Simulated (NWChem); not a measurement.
System: Si$_{2}$NH$_{5}$O$_{2}$; SMILES N[SiH]1O[SiH2]O1

NWChem input:

```
start job
memory heap 200 mb stack 900 mb global 1100 mb
geometry units angstroms noautosym nocenter noautoz
  N      0.036832    -2.136264     0.603767
  Si     0.109425    -0.771043    -0.394137
  O      1.188170     0.458102     0.085128
  Si    -0.082177     1.568738     0.195813
  O     -1.167739     0.346428    -0.236577
  H     -0.102499    -2.110900     1.605986
  H      0.133342    -3.074102     0.237490
  H      0.321713    -1.253576    -1.778538
  H      0.000553     2.676679    -0.792676
  H     -0.294634     2.104499     1.567978
end
basis spherical
  N library def2-svp
  Si library def2-svp
  O library def2-svp
  H library def2-svp
end
dft
  xc b3lyp
  iterations 150
end
cosmo
  do_cosmo_smd true
  solvent acetone
end
task dft energy
```

NWChem printed, in part:

```
             Northwest Computational Chemistry Package (NWChem) 7.3.0
             --------------------------------------------------------

                             Geometry "geometry" -> ""
                             -------------------------

 Output coordinates in angstroms (scale by  1.889725989 to convert to a.u.)

  No.       Tag          Charge          X              Y              Z
 ---- ---------------- ---------- -------------- -------------- --------------
    1 N                    7.0000     0.03683200    -2.13626400     0.60376700
    2 Si                  14.0000     0.10942500    -0.77104300    -0.39413700
    3 O                    8.0000     1.18817000     0.45810200     0.08512800
    4 Si                  14.0000    -0.08217700     1.56873800     0.19581300
    5 O                    8.0000    -1.16773900     0.34642800    -0.23657700
    6 H                    1.0000    -0.10249900    -2.11090000     1.60598600
    7 H                    1.0000     0.13334200    -3.07410200     0.23749000
    8 H                    1.0000     0.32171300    -1.25357600    -1.77853800
    9 H                    1.0000     0.00055300     2.67667900    -0.79267600
   10 H                    1.0000    -0.29463400     2.10449900     1.56797800

 Effective nuclear repulsion energy (a.u.)     319.1052196187

                                 NWChem DFT Module
                                 -----------------

 Summary of "ao basis" -> "ao basis" (spherical)
 ------------------------------------------------------------------------------
       Tag                 Description            Shells   Functions and Types
 ---------------- ------------------------------  ------  ---------------------
 N                          def2-svp                 6       14   3s2p1d
 Si                         def2-svp                 8       18   4s3p1d
 O                          def2-svp                 6       14   3s2p1d
 H                          def2-svp                 3        5   2s1p

 in cosmo_initialize ...
 calling solv_data for solv:acetone

 solvent parameters
 solvname_short: acetone
 solvname_long:  acetone
 dielec:       20.4930
 dielecinf:     1.8463
 nonaqueous SMD model solvent descriptors
 dielec:       20.4930
 sola:          0.0400
 solb:          0.4900
 solc:          0.0000
 solg:         33.7700
 solh:          0.0000
 soln:          1.3588

[...]

                                COSMO-SMD solvation results
                                ---------------------------

             internal energy in gas <Psi(g)|H|Psi(g)> =      -787.054416975070
         internal energy in solvent <Psi(s)|H|Psi(s)> =      -787.053657613077
                               delta internal energy  =         0.000759361993 (    0.48 kcal/mol)
   total free energy in solvent <Psi(s)|H+V/2|Psi(s)> =      -787.062924189804
 polarization energy contribution <Psi(s)|V/2|Psi(s)> =        -0.009266576727 (   -5.81 kcal/mol)
    total free energy in solvent including G(SMD-CDS) =      -787.063271964017
                       G(SMD-CDS) energy contribution =        -0.000347774213 (   -0.22 kcal/mol)
     1 M fixed-concentration free energy of solvation =        -0.008854988947 (   -5.56 kcal/mol)

                       DFT Final Molecular Orbital Analysis
                       ------------------------------------

 Vector   26  Occ=2.000000D+00  E=-3.147976D-01
              MO Center=  1.1D-02,  4.0D-01, -8.4D-02, r^2= 2.3D+00
   Bfn.  Coefficient  Atom+Function         Bfn.  Coefficient  Atom+Function
  ----- ------------  ---------------      ----- ------------  ---------------
    36      0.450715   3 O  px               68      0.442307   5 O  px
    39      0.335560   3 O  px               71      0.329397   5 O  px
    70      0.093988   5 O  pz               54     -0.091544   4 Si px
    22     -0.089166   2 Si px               34      0.073240   3 O  s
    66     -0.073252   5 O  s                73      0.071181   5 O  pz

 Vector   27  Occ=2.000000D+00  E=-3.054834D-01
              MO Center= -2.3D-02,  9.0D-01, -6.6D-03, r^2= 4.1D+00
   Bfn.  Coefficient  Atom+Function         Bfn.  Coefficient  Atom+Function
  ----- ------------  ---------------      ----- ------------  ---------------
    38      0.289244   3 O  pz               70      0.287410   5 O  pz
    99     -0.254447  10 H  s                94      0.231131   9 H  s
   100     -0.222247  10 H  s                41      0.205855   3 O  pz
    73      0.204339   5 O  pz               95      0.203076   9 H  s
    90      0.182268   8 H  s                89      0.178283   8 H  s

 Vector   28  Occ=2.000000D+00  E=-2.723678D-01
              MO Center=  4.0D-02, -1.8D+00,  4.8D-01, r^2= 1.7D+00
   Bfn.  Coefficient  Atom+Function         Bfn.  Coefficient  Atom+Function
  ----- ------------  ---------------      ----- ------------  ---------------
     4      0.539216   1 N  px                7     -0.446004   1 N  px
    25     -0.131223   2 Si px               37     -0.112340   3 O  py
    69      0.110471   5 O  py               40     -0.085364   3 O  py
    72      0.084492   5 O  py               70     -0.082758   5 O  pz
    28      0.078327   2 Si d -2             38      0.078501   3 O  pz

 Vector   29  Occ=0.000000D+00  E= 8.708604D-03
              MO Center= -6.2D-02,  1.3D+00,  1.4D-01, r^2= 4.3D+00
   Bfn.  Coefficient  Atom+Function         Bfn.  Coefficient  Atom+Function
  ----- ------------  ---------------      ----- ------------  ---------------
    57      0.883616   4 Si px               35     -0.470259   3 O  s
    67      0.470750   5 O  s                25      0.343269   2 Si px
    54      0.278025   4 Si px               22      0.184384   2 Si px
    51     -0.149803   4 Si px                7     -0.145142   1 N  px
     4      0.124115   1 N  px               59      0.120599   4 Si pz

[...]
```

Level: B3LYP/def2-SVP, SMD on the gas-phase geometry. Coordinates come from a PBE0/def2-SVP optimisation. B3LYP is NWChem's, with the RPA form of VWN correlation. Solvent: acetone.
